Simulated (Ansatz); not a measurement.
Relaxing a trial structure of C3H5FGeN2

The starting geometry of this gas-phase singlet was optimised with GFN2-xTB; its bonds are those of `Fc1cn[n]([GeH3])c1`.

| atom | x (Å) | y (Å) | z (Å) |
| --- | --- | --- | --- |
| C | -1.9159 | -0.1611 | -0.1746 |
| C | -0.7891 | 0.0858 | -0.9679 |
| C | -1.7639 | 0.6104 | 0.9529 |
| F | -2.9394 | -0.9775 | -0.4591 |
| Ge | 0.4314 | 2.4033 | 1.8338 |
| N | -0.0088 | 0.9519 | -0.3568 |
| N | -0.5979 | 1.2721 | 0.8033 |
| H | -0.5385 | -0.3202 | -1.9270 |
| H | -0.5189 | 3.2025 | 2.6664 |
| H | 1.1824 | 3.1862 | 0.8256 |
| H | 1.3105 | 1.5539 | 2.6940 |
| H | -2.3846 | 0.7321 | 1.8183 |

Task: Where would you expect an optimisation with PBE0-D3(BJ)/def2-SVP to take it?

Result: It keeps its bonds, and is `Fc1cn[n]([GeH3])c1`.

The energy falls by 0.14 eV over 16 steps:

```
step  E − E(last) (eV)
   1             0.137
   3             0.019
   4             0.016
   6             0.007
   8             0.003
   9             0.002
  11             0.001
  13             0.000
  14             0.000
  16             0.000
```

Final geometry (Å):

```xyz
12

C    -1.9686   -0.0941   -0.2108
C    -0.7485   -0.0886   -0.9145
C    -1.7935    0.7505    0.8637
F    -3.0611   -0.7738   -0.5201
Ge    0.4398    2.3949    1.8512
N     0.1186    0.7093   -0.3092
N    -0.5143    1.2103    0.7578
H    -0.4854   -0.6301   -1.8221
H    -0.5476    2.7763    2.9625
H     0.8377    3.5984    0.9928
H     1.6588    1.6439    2.3933
H    -2.4686    1.0425    1.6643
```

No frequencies were run, so the end isn't proven a minimum. Run with Ansatz 0.2.0, 3.2 min on 2 threads of Intel(R) Xeon(R) Processor @ 2.50GHz (Skylake/Cascade Lake) (shared host).
